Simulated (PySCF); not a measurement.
NaCa⁺: one state, many levels of theory

State: ¹Σ⁺ (singlet), closed shell. Set-up: basis Na x2c-SVPall, Ca x2c-SVPall; spin-free X2C with a Gaussian nucleus; PySCF 2.14. De refers to Na⁺ + Ca in their ground configurations, without counterpoise correction. A positive dipole points towards Ca; it is taken about the centre of mass and depends on that origin.

| Level | Re (Å) | ωe (cm⁻¹) | De (eV) | μ (D) | CPU s a point (SCF and correlation, without the integrals) |
| --- | --- | --- | --- | --- | --- |
| RHF-MP2 | 3.678 | 129 | 0.79 | n/a | 0.068 |
| RHF-SCS-MP2 | 3.685 | 128 | 0.79 | n/a | n/a |
| RHF-CCSD | 3.678 | 131 | 0.85 | n/a | n/a |
| RHF-CCSD(T) | 3.680 | 131 | 0.85 | n/a | 0.93 |
| PBE | 3.539 | 136 | 1.06 | -1.94 | 0.6 |
| PW91 | 3.532 | 136 | 1.10 | -1.89 | 0.48 |
| r²SCAN | 3.596 | 135 | 0.94 | -2.35 | 0.82 |
| PBE0 | 3.553 | 138 | 1.01 | -1.97 | 1.1 |
| B97-3 | 3.581 | 133 | 0.90 | -2.60 | 0.46 |
| BHandHLYP | 3.542 | 138 | 0.98 | -2.02 | 0.47 |
| ωB97X | 3.584 | 134 | 0.79 | -2.86 | 0.73 |

The bond length runs from 3.532 Å (PW91) to 3.685 Å (RHF-SCS-MP2). De spans 0.79 eV (RHF-MP2, perturbation theory) to 1.10 eV (PW91, GGA).

Correlated steps freeze 6 core orbitals. Closed-shell solutions of metal pairs were not tested for spin polarisation, which can lower them a little. Correlated levels converge slowly with the basis: in double zeta they bind strong bonds too weakly, by up to about 1 eV, and carry superposition errors of some tenths. For an ion De counts to the pair picked by the measured ionisation energies or electron affinities, which need not be the lowest pair at this level.

The whole job (state search and all levels along the bond) took about 1.5 min on 1 thread of Arm Neoverse N1 (shared host), peak memory 0.43 GiB.
